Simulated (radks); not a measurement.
Effect of the nuclear size on neutral bromine, [Ar] 3d10 4s2 4p5. Calculated with a radial shooting solver on a logarithmic mesh with Libxc functionals: Dirac Kohn-Sham, LDA (Slater exchange, Perdew-Wang correlation), spin-unpolarised, spherical densities, finite nucleus; open shells are shared between the two j in proportion to 2j + 1; Fermi nuclear charge, rms radius 4.1629 fm. The rms radius is varied about that value; shifts are against it.

rms radius (fm)  total energy shift (eV)  density at nucleus (e/bohr^3)  1s1/2 shift (meV)  2s1/2 shift (meV)  3p1/2 shift (meV)  4s1/2 shift (meV)
3.551                             -0.147                      4.469e+04              -62.4              -6.27              0.092             -0.104
3.9964                           -0.0421                      4.429e+04              -17.9              -1.80              0.026             -0.030
4.1629                                 0                      4.415e+04              0.000              0.000              0.000              0.000
4.4002                            0.0628                      4.397e+04               26.7               2.68             -0.039              0.044
4.8581                             0.193                      4.364e+04               82.0               8.23             -0.120              0.137

Slopes of the eigenvalues against <r^2> in GHz/fm^2, as finite differences over the two radii next to the reference (eigenvalue slopes, not the field-shift constants of lines): 1s1/2 3180, 2s1/2 319, 3p1/2 -4.67, 4s1/2 5.30.
